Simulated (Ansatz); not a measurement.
Ideal-gas functions of ClFGeHS (`[F][Ge]([SH])[Cl]`) radical at 600 K and 1 bar, from an Ansatz frequency run at PBE0-D4/def2-TZVP.

Molar mass 160.14 g/mol, point group C1 (symmetry number 1), electronic degeneracy 2, moments of inertia 127.331, 246.877, 334.147 u Å². Harmonic wavenumbers (cm⁻¹, unscaled): 104, 174, 180, 209, 375, 417, 694, 735, 2706.

Use S(trans) = R[1.5 ln M + 2.5 ln T − 1.1517]; rotational temperatures θ = 24.2544 K / I; S(rot) = R[ln(√π/σ · √(T³/θAθBθC)) + 1.5]; for each mode x = 1.438777 ν̃/T, S = R[x/(eˣ − 1) − ln(1 − e⁻ˣ)] and H = RT x/(eˣ − 1); 1 cm⁻¹ = 0.0119627 kJ/mol; R = 8.31446 J/(mol·K).

Problem. By hand: the entropy, in J/(mol·K).

Solution. Translation 186.7. Rotation: θ = 0.1905, 0.0982, 0.0726 K, giving 124.5. Vibration, mode by mode: 19.88, 15.64, 15.36, 14.14, 9.47, 8.65, 4.98, 4.60, 0.09, in all 92.8. Electronic 5.8. Sum 409.8 J/(mol·K).

Problem. By hand: H − E and G − E in kJ/mol, counted from the electronic energy.

Solution. Zero-point energy ½ × 5594 × 0.0119627 = 33.5; thermal vibration 26.0; translation, rotation and pV give 4 RT = 20.0. H − E = 79.5 kJ/mol, and G − E = 79.5 − 600 × 409.8/1000 = -166.4 kJ/mol.

Vibration gives 23 % of the entropy, 19.9 J/(mol·K) of it from the mode under 150 cm⁻¹: soft modes count most, and the harmonic formula is weakest for them. The sum counts one conformer and one mirror image; others add a mixing term.
